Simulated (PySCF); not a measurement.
**Dipole response of V (vanadium, neutral)**

[Ar] 3d3 4s2, high-spin 4F determinant. All numbers are calculated (PySCF 2.14, the spin-free X2C one-electron Hamiltonian (Gaussian nucleus), in aug-cc-pVQZ-DK (9s8p6d4f3g2h, 140 functions)). Coupled (time-dependent) response in atomic units; α is the mean over directions.

```csv
method,mean α (bohr³),C₆ (like pair),S(−4)
PBE0,95.60,1043,5231
```

S(−4) is the Cauchy moment in α(ω) = α(0) + S(−4) ω² + …

Reference α: 87 ± 10 bohr³ (recommended; Schwerdtfeger and Nagle, table of static dipole polarizabilities (2023 update)). Published C₆: 832.0 (Chu and Dalgarno (2004); Tang, Norbeck and Certain (1976)).

α(iu) at PBE0:

```
u (hartree)  α(iu) (bohr³)
          0          95.60
     0.0500          84.58
      0.100          64.44
      0.200          35.13
      0.300          21.22
      0.500          10.49
      0.750          5.999
       1.00          4.074
       1.50          2.366
       2.00          1.589
       3.00         0.8759
       5.00         0.3876
```

A single London oscillator, α(iu) = α/(1 + u²/ω²), gives C₆ = (3/4) ω α². Matching the computed C₆ needs ω = 4 × 1043 / (3 × 95.60²) = 0.152 hartree.
